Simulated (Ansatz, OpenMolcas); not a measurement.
**How methods differ on CH4ClGeO (SMILES [CH3][Ge]([OH])[Cl])**

CH4ClGeO has 8 atoms, charge 0, and is taken as a doublet. SMILES: `[CH3][Ge]([OH])[Cl]`. The shape is that of a PBE0-D4/def2-TZVP optimisation. This is one conformer, not always the lowest.

Each level gives the vertical ionisation energy (to the singlet cation) (eV). The values are calculated.

```
                                 level                    kind     program  value (eV)  less CCSD(T)/6-31G*  CPU time (all runs)
      UHF/6-31G* (spherical functions)            Hartree–Fock      Ansatz        8.41                +0.39                7.3 s
    UBLYP/6-31G* (spherical functions)                     GGA  OpenMolcas        7.90                -0.12              1.7 min
    UTPSS/6-31G* (spherical functions)                meta-GGA  OpenMolcas        8.16                +0.14              2.1 min
   UB3LYP/6-31G* (Cartesian functions)           global hybrid      Ansatz        8.32                +0.30                 27 s
U-wB97M-V/6-31G* (spherical functions)  range-separated hybrid      Ansatz        8.40                +0.38              3.8 min
  UB2PLYP/6-31G* (spherical functions)           double hybrid      Ansatz        8.18                +0.16                 34 s
UPBE-QIDH/6-31G* (spherical functions)           double hybrid      Ansatz        8.47                +0.45                 33 s
 RPA@PBE0/6-31G* (spherical functions)                     RPA      Ansatz        8.09                +0.07                 44 s
ROCCSD(T)/6-31G* (spherical functions)   coupled cluster or CI  OpenMolcas        8.02                 0.00              3.1 min
```

Differences are taken from ROCCSD(T)/6-31G* (spherical functions) for orientation; it has basis-set and higher-order errors of its own. All-electron rows without a relativistic Hamiltonian named are non-relativistic. The values span 7.90 to 8.47 eV. In the correlated wave-function rows the outer d shell of Ge is correlated, in sets not made for it. The second state's dipole differs much between rows, so they may not all be the same state. CPU times are rough (shared hosts, several kinds of processor and program).
